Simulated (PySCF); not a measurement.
FH6NSi2, SMILES F[SiH2]N[SiH3].

Geometry optimised at PBE0-D3(BJ)/def2-SVP. One conformer was computed; it need not be the lowest.

The numbers are results of ωB97X/def2-TZVP (PySCF), not measurements.

Isolated molecule, no solvent.

Task: Estimate the frontier levels, gap, dipole moment and polarisability. (Estimate from the structure and the level; the computed values follow.)

Result: 
| Quantity | Result |
|---|---|
| highest occupied level | -10.52 eV |
| lowest empty level | 2.00 eV |
| orbital gap | 12.52 eV |
| dipole moment | 1.80 D |
| quadrupole, principal values (traceless, Buckingham form, about the centre of nuclear charge) | -6.68, 1.27, 5.41 D·Å |
| mean static polarisability | 56.7 bohr³ (8.41 Å³) |
| polarisability, principal values | 51.0, 53.2, 66.1 bohr³ |
